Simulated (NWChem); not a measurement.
BNH3 cation

```xyz
5

B      0.0000     0.0000    -0.7758
N      0.0000     0.0000     0.5444
H      0.0000     0.0000    -1.9486
H      0.0000     0.8564     1.1079
H      0.0000    -0.8564     1.1079
```
Atoms are numbered in this order, from 1.

Program: NWChem. The geometry was optimised at B3LYP/6-31G* (spherical d). Core excitations by TDA in a window of 1s orbitals, non-relativistic and unshifted: absolute energies depend strongly on the exact-exchange share.

Predict the results for N K edge, PBE/def2-TZVP. Quantities: first 1s excitation (eV); dipole oscillator strength of the first; first state with f > 0.002 (eV); dipole oscillator strength of that state.


```json
{
 "first 1s excitation (eV)": "378.9",
 "dipole_oscillator_strength_of_the_first": "0.0006",
 "first state with f > 0.002 (eV)": "380.8",
 "dipole_oscillator_strength_of_that_state": "0.0202"
}
```
